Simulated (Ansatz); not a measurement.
Calculated with Ansatz (gas phase, PBE0-D4/def2-TZVP geometries, no zero-point term in ΔE). CBS: MP2 limit from def2 TZ/QZ plus the TZ coupled-cluster correction, frozen cores. This one scheme is used for every species. DFT in def2-TZVPP. B3LYP here is the variant with VWN-RPA as its local correlation; programs differ in this. Each species was taken in one conformer, which may not be the lowest.

`NB(O)[SiH](F)F` + `O[SiH3]` → `O[SiH2][SiH](F)F` + `NBO`  (formal exchange of groups at the Si–B bond)

| level | ΔE (kJ/mol) | difference from CCSD(T)/CBS |
| --- | --- | --- |
| r2SCAN-D4 | -16.2 | -3.6 |
| PBE0-D4 | -16.7 | -4.1 |
| ωB97X-V | -13.7 | -1.1 |
| ωB97M-V | -12.0 | 0.6 |
| PBE | -18.0 | -5.4 |
| PBE0 | -17.0 | -4.4 |
| B3LYP | -14.7 | -2.1 |
| HF/def2-TZVPP | -12.2 | 0.4 |
| SCS-MP2/def2-TZVPP | -9.1 | 3.5 |
| CCSD/def2-TZVPP | -10.4 | 2.2 |
| CCSD(T)/def2-TZVPP | -10.1 | 2.5 |
| HF/def2-QZVPP | -12.5 | 0.1 |
| MP2/def2-QZVPP | -11.0 | 1.6 |
| SCS-MP2/def2-QZVPP | -10.6 | 2.0 |
| MP2/CBS(def2) | -11.9 | 0.7 |
| CCSD/CBS(def2) | -12.9 | -0.3 |
| CCSD(T)/CBS | -12.6 | 0 |

Largest T1 diagnostic among the species: 0.013.

CCSD(T)/CBS has its own doubt, a few kJ/mol and more with outer-core shells, so smaller differences from it don't rank the levels.
